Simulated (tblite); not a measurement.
C4H3ClO2.
Atom-mapped SMILES: `[CH3:1][O:2][c:3]1[c:4]([Cl:5])[c:6]1=[O:7]` (hydrogens: H8, H9, H10 on C1)

Structure used (GFN2-xTB), in Å, numbered top down from 1:
```xyz
10
C4H3ClO2 angstrom
C     -1.7486   -0.0183   -0.3602
O     -0.6396   -0.8768   -0.0876
C      0.5392   -0.3126   -0.0678
C      1.8748   -0.4920    0.1196
Cl     3.0543   -1.6368    0.5061
C      1.4280    0.8164   -0.2298
O      1.6067    1.9705   -0.4758
H     -2.4538   -0.5917   -0.9598
H     -1.4340    0.8741   -0.9019
H     -2.2182    0.2719    0.5819
```

Computed values, GFN2-xTB/tblite, gas phase, harmonic and unscaled. Against measured fundamentals such values can be off by several per cent, at times by over 20. One conformer, not necessarily the lowest. The optimisation stopped once no atom felt more than 0.01 eV/Å.

Lowest wavenumbers of the output (negative numbers stand for imaginary wavenumbers):
```
mode    cm-1
  1     -34.1
  2     119.8
  3     129.9
  4     194.5
  5     199.0
  6     364.1
  7     446.9
  8     532.2
```

**Question.** Is this structure a minimum?

**Answer.** Not by this Hessian. 1 mode is imaginary beyond 20i (34i cm⁻¹), so at this level the point lies at or near a first-order saddle. The curvature is small, so loose convergence or finite differences may be the whole cause.

**Question.** Which atoms move in the imaginary mode?

**Answer.** 34i: H10 (methyl hydrogen) 34 %, H8 (methyl hydrogen) 32 %, H9 (methyl hydrogen) 31 %. These are shares of the mass-weighted motion.

**Question.** What is the remedy?

**Answer.** Step along that mode in both directions, optimise again with tighter thresholds and repeat the frequencies. The zero-point energy of this point (37.9 kcal/mol) counts the 23 real modes alone, and thermal corrections from it aren't those of a minimum.
